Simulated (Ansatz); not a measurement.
The same path of C$_{2}$H$_{11}$AlOSi (16 atoms, charge 0, multiplicity 1) was run twice with different band settings. Lost on the way: Al1–H2, H5–O6. Made: H2–H5.

Level of theory: Ansatz, RHF/def2-SVP.

Relaxed end points:

```xyz
16
Properties=species:S:1:pos:R:3
Al 0.608 -0.377 -0.914
H 2.140 -0.206 -1.370
C 0.102 -2.094 -0.045
C -0.769 0.573 -1.987
H 1.715 1.194 0.699
O 0.828 0.852 0.714
Si -0.172 1.215 2.046
H 0.832 -2.419 0.705
H -0.879 -2.058 0.445
H 0.043 -2.898 -0.788
H -1.739 0.636 -1.479
H -0.470 1.594 -2.248
H -0.951 0.050 -2.934
H 0.368 0.540 3.239
H -0.151 2.677 2.236
H -1.504 0.721 1.682
```

```xyz
16
Properties=species:S:1:pos:R:3
Al -0.367 -0.417 -0.387
H 2.788 0.472 -0.951
C 0.241 -2.278 -0.249
C -1.003 0.406 -2.052
H 2.612 0.899 -0.363
O -0.374 0.534 1.023
Si -0.392 1.438 2.377
H 0.960 -2.421 0.563
H -0.607 -2.943 -0.042
H 0.699 -2.636 -1.176
H -1.880 1.038 -1.884
H -0.230 1.054 -2.480
H -1.261 -0.332 -2.817
H -0.371 0.578 3.585
H 0.794 2.328 2.422
H -1.610 2.282 2.431
```

Common settings: spring 5.0 eV/Å²; optimiser quadratic models (default); start path through a guess of the saddle point; force threshold 0.05 eV/Å; iteration limit 60; end points relaxed.

| run | movable images | climbing image |
| --- | --- | --- |
| 1 | 9 | yes |
| 2 | 4 | no |

What does each run give, and how far can it be trusted?

Run 1: converged after 21 iterations, highest image 0.882 eV above the first end. Neighbouring images differ by up to 1.2 eV, so the band resolves the path poorly. A vibrational analysis at the climbing image gives one clearly imaginary mode, 1736i cm⁻¹: a first-order saddle point.
Run 2: converged after 16 iterations, highest image 0.050 eV above the first end. No image climbed, so the highest image needn't sit at the top of the path. A band with more images between the same ends climbed to 0.88 eV, so this one has probably stepped over the top.
The orbitals stay closed-shell, which can raise the energy where a bond breaks towards radicals; this wasn't checked here.
